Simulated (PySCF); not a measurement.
Excitations are Tamm–Dancoff values on a coarser integration grid. The basis has no diffuse functions, so Rydberg states are missing or too high.

Z-matrix (Å, degrees):
```
B
S 1 1.7805
H 2 1.3441 1 96.71
Br 1 1.9075 2 117.22 3 -179.99
Br 1 1.9083 2 122.90 3 0.01
```
Charge 0, spin multiplicity 1.

Estimate the dipole moment, LUMO and S1 excitation (TDA) that PBE0-D3(BJ)/def2-TZVP (PySCF) returns for this input.


```yaml
dipole_moment: 1.23 D
LUMO: -1.60 eV
S1 excitation (TDA): 5.32 eV
```
